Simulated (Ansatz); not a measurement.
CH$_{6}$BClGeO (`ClBC[O][GeH3]`) at its PBE0-D4/def2-TZVP geometry, where that method's forces vanish. The species carries charge 0 and has multiplicity 1.

```xyz
11

Cl   -0.0706    2.6666   -1.9459
B    -0.1835    1.0109   -1.3981
C     0.8588    0.4938   -0.3577
O     0.7279   -0.8609    0.0214
Ge   -0.5161   -1.2780    1.2255
H    -1.0508    0.3367   -1.8616
H     0.8896    1.1736    0.5126
H     1.8538    0.6149   -0.8157
H    -0.1726   -0.5582    2.5447
H    -1.8916   -0.7987    0.7203
H    -0.4448   -2.8007    1.3546
```

Question: What forces (eV/Å) does PBE-D4/def2-TZVPP give on these atoms in Ansatz? (Estimate.)

Answer: The calculation gave: 
```
Cl1  0.003  0.202 -0.083
B2   0.005 -0.020  0.035
C3  -0.154  0.237 -0.139
O4   0.387 -0.427 -0.228
Ge5 -0.293 -0.089  0.262
H6  -0.103 -0.085 -0.059
H7   0.036  0.167  0.186
H8   0.227  0.031 -0.083
H9   0.036  0.086  0.157
H10 -0.164  0.055 -0.050
H11  0.021 -0.157  0.004
```
